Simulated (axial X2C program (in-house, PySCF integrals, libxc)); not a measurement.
Potential curves of LiTc, scalar-relativistic

All values were computed with an in-house all-electron X2C program for linear molecules (integrals from PySCF). Spin-free means the one-electron spin-free X2C Hamiltonian. Basis: Tc dyall-cv3z [12s12p8d5f3g], Li dyall-cv3z [7s8p2d] (cores contracted in-house); Gaussian nuclei, density fitting, unrestricted open shells. Masses: Tc 98.907 u, Li 7.016 u.

State: M_S = 2, Λ = 0 (beyond evenly filled blocks: π+α, π-α, δ+α, δ-α). Energies in eV from the fragments at the same level (Tc + Li). Fits are polynomials in 1 − R0/R over 0.85 to 1.23 times the lowest point R0.

| R (Å) | PBE0 |
| --- | --- |
| 2.2342 | -0.8765 |
| 2.3369 | -1.0273 |
| 2.4139 | -1.0986 |
| 2.4910 | -1.1416 |
| 2.5680 | -1.1610 |
| 2.6579 | -1.1608 |
| 2.7478 | -1.1408 |
| 2.8633 | -1.0943 |
| 3.0046 | -1.0158 |
| 3.2100 | -0.8802 |

The state is one determinant whose occupation by symmetry is held fixed; it was picked as the lowest of a PBE0 search that is not exhaustive. Dissociation energies refer to the lowest single-determinant-based atoms at the same level and basis. Other states lie close and PBE0, whose exact exchange favours high spin, may order them wrongly; the determinant shown need not be the ground state. The nearest other spin-free determinant of the search, M_S = 2, Λ = 1, lies 0.016 eV up at the distance of the search. The determinant is spin-polarised beyond a pure state at some levels (its spin-free form has ⟨S²⟩ too high), which makes Re and μ there less reliable. With spin–orbit coupling the lowest determinant has another configuration, so this spin-free state is a model.

(1) What are Re, ωe and De at the PBE0 level?

Answers

(1) At PBE0, spin-free: Re = 2.610 Å, ωe ≈ 339 cm⁻¹, De = 1.16 eV to Tc + Li; Be follows as 0.378 cm⁻¹.
